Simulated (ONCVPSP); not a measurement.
# Configuration tests for indium (In) (ONCV)

| Property | Result |
| --- | --- |
| Element | indium |
| Generator | ONCVPSP 4.0.1 |
| Type | optimised norm-conserving Vanderbilt (ONCV) |
| Functional | PW91 |
| Relativity | scalar-relativistic |
| Frozen core | [Kr] |
| Valence charge | 13 |
| Reference configuration | 4d10 5s1.5 5p1.5 |
| Partial waves | 5s: rc 1.75 bohr, ncon 4, nbas 8, qcut 4 1/bohr, 1 projector; 5p: rc 2.95 bohr, ncon 3, nbas 6, qcut 3.3 1/bohr, 1 projector; 4d: rc 1.75 bohr, ncon 5, nbas 10, qcut 7.9 1/bohr, 2 projectors, debl 0.6 Ha |
| Local potential | polynomial inside 1.20 bohr (lpopt 5, dvloc0 0 Ha) |
| Core correction | none |

In the d channel the program set the typed energies aside and used -0.716, 0.250 Ha.

Energies are relative to the spin-unpolarised reference configuration 4d10 5s1.5 5p1.5; without spin polarisation the order of configurations can differ from experiment.

| valence configuration | charge | ΔE all-electron (eV) | error AE − PS (meV) |
| --- | --- | --- | --- |
| 4d10 5s2 5p1 | 0 | -2.901 | +1.8 |
| 4d10 5s2 5p0 | +1 | 2.518 | +0.2 |

What are ΔE and the potential's error for 4d10 5s2 5p0.5?

ΔE = -0.937 eV all-electron; the error (AE − PS) is +1.5 meV.

What are ΔE and the potential's error for 4d10 5s1 5p0?

ΔE = 21.843 eV all-electron; the error (AE − PS) is -6.2 meV.

Levels in the configuration 4d10 5s2 5p0.5:

| level | all-electron (eV) | pseudo (eV) |
| --- | --- | --- |
| 4d | -22.170 | -22.177 |
| 5s | -11.480 | -11.486 |
| 5p | -5.365 | -5.365 |

Note: ghosts flagged at negative energy: s at -180.5 eV, p at -43.9 eV; no localised positive-energy state flagged. A true bound ghost makes a file unfit for plane-wave use.
